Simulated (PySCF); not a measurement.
## Zinc: a sound run and one with changed settings

Sound run: Zn⁺ [Ar] 3d10 4s1, Zn²⁺ [Ar] 3d10. Calculation: PySCF 2.14, in def2-SVP (5s3p2d1f, 31 functions); no relativity, point nucleus. In the sound run the correlated levels freeze [Ar]. The sound run starts from symmetry-adapted Hartree-Fock orbitals and uses a fine grid where one is needed.

Changed run: initial guess sap, at most 50 SCF cycles.

```csv
species,method,sound run (hartree),changed run (hartree),converged
Zn⁺,UHF,-1777.28512,-1777.28512,yes
Zn⁺,B3LYP,-1778.84891,-1778.84891,yes
Zn⁺,CCSD(T),-1777.53038,-1777.53038,yes
Zn²⁺,MN15,-1778.42904,-1778.42904,yes
Zn²⁺,MP2,-1776.92699,-1776.92699,yes
```

Here the plain start reaches the same solutions.
